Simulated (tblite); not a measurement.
Species: C₈H₈FN.
SMILES with atom numbers: `[CH2:1]=[CH:2][C@@H:3]1[CH2:4][C:5]([F:6])=[CH:7][C@@H:8]1[C:9]#[N:10]` (hydrogens: H11, H12 on C1; H13 on C2; H14 on C3; H15, H16 on C4; H17 on C7; H18 on C8)

Computed geometry: GFN2-xTB, gas phase.

Task: What internal coordinates does the optimisation give?

Result: 
```csv
bond,length (bohr),order
C1=C2,2.494,double
C2–C3,2.827,single
C3–C4,2.914,single
C4–C5,2.827,single
C5–F6,2.529,single
C5=C7,2.498,double
C7–C8,2.851,single
C8–C9,2.734,single
C9≡N10,2.160,triple
C3–C8,2.952,single
C1–H11,2.033,single
C1–H12,2.038,single
C2–H13,2.044,single
C3–H14,2.067,single
C4–H15,2.067,single
C4–H16,2.060,single
C7–H17,2.029,single
C8–H18,2.069,single
```

Orders are formal, as drawn. A selection of angles:
```csv
angle,degrees
C2–C1–H11,121.8
C2–C1–H12,121.9
H11–C1–H12,116.3
C1–C2–C3,124.0
C1–C2–H13,120.5
C3–C2–H13,115.5
C2–C3–C4,113.3
C2–C3–C8,113.4
C2–C3–H14,109.2
C4–C3–C8,104.4
C4–C3–H14,108.9
C8–C3–H14,107.3
C3–C4–C5,102.5
C3–C4–H15,111.6
C3–C4–H16,112.5
C5–C4–H15,110.1
C5–C4–H16,112.3
H15–C4–H16,107.9
C4–C5–F6,119.6
C4–C5–C7,114.6
F6–C5–C7,125.8
C5–C7–C8,109.7
C5–C7–H17,127.6
C8–C7–H17,122.6
C7–C8–C9,108.5
C7–C8–H18,112.8
C9–C8–H18,107.8
C3–C8–C7,103.9
C3–C8–C9,112.6
C3–C8–H18,111.4
C8–C9–N10,178.4
```

Dihedral angles: C1–C2–C3–C4 -126° (anticlinal); C2–C3–C4–C5 -144° (anticlinal); C3–C4–C5–F6 -168° (antiperiplanar); C4–C5–C7–C8 1° (synperiplanar); C5–C7–C8–C9 105° (anticlinal); C2–C3–C8–C7 145° (anticlinal).

The 8 C–C bonds span 1.320 Å (C1=C2, drawn double) to 1.562 Å (C3–C8, drawn single), a spread of 0.242 Å. Of the pairs four or more bonds apart, C9···H13 is among the closest relative to their van der Waals radii: 2.64 Å, 91 % of the sum of Bondi's values. The 5-membered ring C3–C4–C5–C7–C8 has internal angles of 102.5° to 114.6° (sum 535°, against 540° for a flat polygon); it is puckered, 0.10 Å rms from its mean plane, widest ring torsion 22°.

Point group: C1 (no symmetry element, even within 0.4 Å). Its GFN2-xTB frequencies are all real (lowest 44 cm⁻¹). The numbers are those of one conformer. 3 starts were optimised and ended at 0.00, 0.00 and 1.27 kcal/mol (GFN2-xTB); the lowest of these is shown.

The run took 0.47 s of wall time on an Arm Neoverse V2 with one thread, shared host. This is the geometry optimisation.
